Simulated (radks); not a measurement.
Q: The mean radii <r> (bohr) of the occupied orbitals of an atom or ion are listed with their occupations. Method: Dirac Kohn-Sham, PBE, spin-unpolarised, spherical densities, finite nucleus; Fermi nuclear charge, rms radius of each element as measured or else 0.836 A^(1/3) + 0.57 fm; computed with a radial shooting solver on a logarithmic mesh with Libxc functionals.

orbital  occ.      <r>
1s1/2       2  0.01632
2s1/2       2  0.06809
2p1/2       2  0.05590
2p3/2       4  0.06470
3s1/2       2   0.1764
3p1/2       2   0.1668
3p3/2       4   0.1826
3d3/2       4   0.1587
3d5/2       6   0.1635
4s1/2       2   0.3730
4p1/2       2   0.3713
4p3/2       4   0.3984
4d3/2       4   0.3919
4d5/2       6   0.3997
4f5/2       3   0.3763

Name the element and its charge. Open shells, if any, fill j = l - 1/2 first.

A: Z = 81, thallium, charge +32: Tl32+ in [Kr] 4d10 4f3. The 1s radius gives Z: for a bare nucleus <r> = (2 gamma + 1)/(2Z) with gamma = sqrt(1 - (Z/c)^2), 0.01613 bohr for Z = 81, and screening makes it slightly larger (0.01632 here). The occupations add up to 49, and the charge is Z minus that.
